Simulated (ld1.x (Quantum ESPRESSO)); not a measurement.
An all-electron radial function and its pseudo partner (hydrogen (H))

Columns: radius, all-electron u(r) and pseudo u(r) of the 1s shell (level -6.36 eV) of hydrogen in the configuration 1s1; LDA (PZ), scalar-relativistic, TM scheme, ld1.x (Quantum ESPRESSO) 7.5.

| r (bohr) | all-electron | pseudo |
| --- | --- | --- |
| 0.072 | 0.1241 | 0.0982 |
| 0.145 | 0.2322 | 0.1954 |
| 0.217 | 0.3234 | 0.2865 |
| 0.290 | 0.4018 | 0.3719 |
| 0.362 | 0.4668 | 0.4475 |
| 0.435 | 0.5218 | 0.5137 |
| 0.507 | 0.5664 | 0.5681 |
| 0.580 | 0.6031 | 0.6120 |
| 0.652 | 0.6319 | 0.6446 |
| 0.725 | 0.6545 | 0.6681 |
| 0.798 | 0.6713 | 0.6834 |
| 0.870 | 0.6829 | 0.6923 |
| 0.942 | 0.6902 | 0.6964 |
| 1.015 | 0.6937 | 0.6973 |
| 1.088 | 0.6940 | 0.6956 |
| 1.160 | 0.6914 | 0.6919 |
| 1.232 | 0.6864 | 0.6865 |
| 1.305 | 0.6793 | 0.6793 |
| 1.378 | 0.6703 | 0.6703 |
| 1.450 | 0.6599 | 0.6599 |
| 1.522 | 0.6483 | 0.6483 |
| 1.595 | 0.6355 | 0.6355 |
| 1.668 | 0.6218 | 0.6218 |
| 1.740 | 0.6076 | 0.6076 |
| 1.812 | 0.5928 | 0.5928 |
| 1.885 | 0.5774 | 0.5774 |

Question: How many radial nodes do the two functions have?

Answer: The all-electron 1s function has n − l − 1 = 0; the pseudo-wave has 0.

Question: At about which radius was the pseudo-wave matched?

Answer: 1.40 bohr. The columns agree to 0.0005 from 1.16 bohr on; several derivatives are matched, so the curves merge somewhat inside the radius.

Question: Is the pseudo-wave norm-conserving?

Answer: Yes: the TM scheme keeps the norm inside the radius equal to the all-electron one, which fixes the energy derivative of the logarithmic derivative at the level.
